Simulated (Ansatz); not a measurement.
Breaking the K1–H2 bond in KH (multiplicity 1 held). Energies count from the point at 2.265 Å.


R- and RO- levels are restricted; in cc, def2 and unpolarised 6-31G sets they are followed outwards from rest. U- levels take the lowest unrestricted solution at each point, which mixes spins at long bonds. Full CI gives the lowest state of the spin. With two correlated electrons CCSD equals full CI. Curves can end on different states.

Frozen-core correlation.

Run with Ansatz (an electronic-structure program). 

Energies in kJ/mol.

```
R (Å)  U-HF/def2-TZVPP  U-PBE/def2-TZVPP  U-wB97X-V/def2-TZVPP  R-MP2/def2-TZVPP  R-CCSDT(Q)/def2-TZVPP  FCI/def2-TZVPP
-----  ---------------  ----------------  --------------------  ----------------  ---------------------  --------------
1.812               70                51                    56                70                     71              71
2.039               17                10                    11                16                     17              17
2.265                0                 0                     0                 0                      0               0
2.492                4                 7                     7                 4                      3               3
2.718               18                21                    24                18                     16              16
3.058               45                49                    57                49                     44              44
3.398               61                78                    92                81                     74              74
3.964               72               114                   145               133                    117             117
4.531               76               136                   172               176                    147             147
5.210               78               151                   181               215                    162             162
6.117               79               161                   182               244                    167             167
7.249               79               167                   182               250                    168             168
9.062               79               167                   182               222                    168             168
```

Doubts at one or more of the structures used: a spin-contaminated determinant (U-HF/def2-TZVPP, U-PBE/def2-TZVPP, U-wB97X-V/def2-TZVPP); a restricted determinant that unrestricted orbitals would lower (R-MP2/def2-TZVPP, R-CCSDT(Q)/def2-TZVPP); T1 above 0.05 (R-CCSDT(Q)/def2-TZVPP); other coupled-cluster roots lie near (R-CCSDT(Q)/def2-TZVPP); the program's own flag: above unrestricted (FCI/def2-TZVPP).
